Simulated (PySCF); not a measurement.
C₂H₈Si, SMILES C[SiH2]C (connectivity only; charge and spin as stated), charge +1, multiplicity 2. Atoms are numbered in the order given.

```xyz
11

Si     0.0000     0.0000    -0.6923
C      1.4214     0.0000     0.6613
C     -1.4214     0.0000     0.6613
H      0.0000     1.2594    -1.4884
H      0.0000    -1.2594    -1.4884
H      1.4282    -0.9282     1.2592
H      2.1999     0.0000    -0.1517
H      1.4282     0.9282     1.2592
H     -2.1999     0.0000    -0.1517
H     -1.4282    -0.9282     1.2592
H     -1.4282     0.9282     1.2592
```
Charge +1, spin multiplicity 2.

Coordinates come from a PBE-D3(BJ)/def2-SVP optimisation. The spin state was assumed, not searched. The isomer is the one that the SMILES or the coordinates give; other isomers of the formula were not compared.

Computed with B3LYP/pcH-1 (PySCF).

Unrestricted Kohn–Sham, ⟨S²⟩ = 0.756. Hyperfine tensors hold the contact and dipolar terms, without spin-orbit corrections.

Computed hyperfine couplings:
```
nucleus     A(iso) (MHz)  A(iso) (G)  dipolar principal values (MHz)
----------  ------------  ----------  ------------------------------
29Si no. 1          75.1        26.8               -79.7, 33.1, 46.6
13C no. 2           55.8        19.9              -39.2, -38.6, 77.7
13C no. 3           55.8        19.9              -39.2, -38.6, 77.7
1H no. 4           -14.3        -5.1                 -5.9, -1.2, 7.0
1H no. 5           -14.3        -5.1                 -5.9, -1.2, 7.0
1H no. 6           -25.2        -9.0               -17.3, -2.5, 19.8
1H no. 7           145.6        52.0               -19.1, -7.8, 26.9
1H no. 8           -25.2        -9.0               -17.3, -2.5, 19.8
1H no. 9           145.6        52.0               -19.1, -7.8, 26.9
1H no. 10          -25.2        -9.0               -17.3, -2.5, 19.8
1H no. 11          -25.2        -9.0               -17.3, -2.5, 19.8
```

And the g tensor (effective nuclear charges for spin-orbit coupling, GIAO)? (An estimate is asked for; the answer gives what the named calculation found.)

principal values 2.0023, 2.0061, 2.0109; isotropic 2.0065.
